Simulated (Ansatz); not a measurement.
Reaction (formal exchange of groups at the Si–S bond): `C=CS[SiH3]` + `B[SiH2]O` → `B[SiH](O)[SiH3]` + `C=CS`

Calculated with Ansatz (gas phase, PBE0-D4/def2-TZVP geometries, no zero-point term in ΔE). CBS: MP2 limit from def2 TZ/QZ plus the TZ coupled-cluster correction, frozen cores. This one scheme is used for every species. DFT in def2-TZVPP. B3LYP here is the variant with VWN-RPA as its local correlation; programs differ in this. One conformer a species, not always the lowest.

Problem. Is it downhill or uphill in electronic energy at CCSD(T)/CBS, and by how much? (An estimate is asked.)

Solution. Computed: Uphill: ΔE = +52.0 kJ/mol.

Problem. What do these levels give: PBE-D4, BLYP-D4, r2SCAN0-D4, PBE-QIDH, revPBE, B3LYP, CCSD/def2-SVP, HF/def2-TZVPP, SCS-MP2/def2-TZVPP, HF/def2-QZVPP, HF/CBS(def2), MP2/CBS(def2)? (Estimate.)

Solution. The calculation gave: PBE-D4 34.7, BLYP-D4 42.5, r2SCAN0-D4 47.4, PBE-QIDH 51.1, revPBE 34.7, B3LYP 46.4, CCSD/def2-SVP 47.9, HF/def2-TZVPP 63.0, SCS-MP2/def2-TZVPP 60.5, HF/def2-QZVPP 63.3, HF/CBS(def2) 63.4, MP2/CBS(def2) 62.0 kJ/mol.

Largest T1 diagnostic among the species: 0.014.

Leaving LDA and LC-ωPBE aside and taking each functional with its dispersion term where it has one, the values, not all of them listed here, spread over 18.8 kJ/mol, from PBE-D4 to BHLYP-D4. From r2SCAN to r2SCAN0 (25 % exact exchange), in def2-TZVPP and without D4, ΔE moves by +4.0 kJ/mol. At CCSD(T), def2-SVP lies −4.8 kJ/mol from the extrapolated value and def2-TZVPP −1.7 kJ/mol.
